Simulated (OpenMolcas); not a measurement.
An OpenMolcas run meant for Ni⁶⁺ (ANO-R2, X2C; inactive shells 1s 2s 2p 3s 3p; intended active space 4 electrons in 5 orbitals (3d)). One step of its input:

```
&CASPT2
Multistate=5 1 2 3 4 5
Frozen=2 3
IPEA=0.25
Imaginary=2.0
MaxIter=60
WThr=0.0 0.3 0.05
PrWF=0.5
NoMix
```

The run finished. Its levels beside those of a sound run (SS-CASPT2, IPEA 0.25 Eh, imaginary shift 0.1 Eh (closed shells correlated: 3s 3p)), in cm⁻¹ above each run's lowest level:

| Level | This run | Usual run |
| --- | --- | --- |
| 3d⁴ ⁵D₀ | 0.0 | 0.0 |
| 3d⁴ ⁵D₁ | 287 | 287 |
| 3d⁴ ⁵D₂ | 833 | 833 |
| 3d⁴ ⁵D₃ | 1587 | 1588 |
| 3d⁴ ⁵D₄ | 2495 | 2496 |
| 3d⁴ ³P₀ | 31376 | 31302 |
| 3d⁴ ³P₁ | 32764 | 32690 |
| 3d⁴ ³H₄ | 32764 | 32761 |
| 3d⁴ ³H₅ | 33229 | 33227 |
| 3d⁴ ³H₆ | 33910 | 33908 |
| 3d⁴ ³F₃ | 35359 | 35312 |
| 3d⁴ ³F₂ | 35363 | 35315 |
| 3d⁴ ³P₂ | 35565 | 35491 |
| 3d⁴ ³F₄ | 35784 | 35738 |

Q: Which setting is unsound, and how much does it matter here?

A: The level shift is far above the usual 0.1 to 0.3 hartree and damps the second-order energy. Against the sound run the excited levels shown move by 29 cm-1 on average and by 74 cm-1 at most.

Term energies are means over components that CASPT2 splits; among the terms shown or strongly mixed into the levels shown the widest spread is 160 cm-1 (3d⁴ ³F, the sound run). Some high roots are left out of the spin-orbit mixing, which shifts the levels that they would mix with. Only configurations of the active space appear.
